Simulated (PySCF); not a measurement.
A calculated (UHF, PySCF 2.14, ANO-RCC-VTZP, scalar relativity by spin-free X2C-1e) atom or ion has these occupied shells.

```json
{"shell": "1s", "electrons": "2", "orbital energy (eV)": "-9750.2", "rms radius, mean of both spins (bohr)": "0.0580"}
{"shell": "2s", "electrons": "2", "orbital energy (eV)": "-1253.9", "rms radius, mean of both spins (bohr)": "0.244"}
{"shell": "2p", "electrons": "6", "orbital energy (eV)": "-1085.6", "rms radius, mean of both spins (bohr)": "0.219"}
{"shell": "3s", "electrons": "2", "orbital energy (eV)": "-178.25", "rms radius, mean of both spins (bohr)": "0.733"}
{"shell": "3p", "electrons": "6", "orbital energy (eV)": "-126.21", "rms radius, mean of both spins (bohr)": "0.776"}
{"shell": "3d", "electrons": "10", "orbital energy (eV)": "-41.454", "rms radius, mean of both spins (bohr)": "0.986"}
```

Problem. Name the element and its charge.

Solution. Zn²⁺ (zinc, charge +2), in [Ar] 3d10, closed-shell 1S.
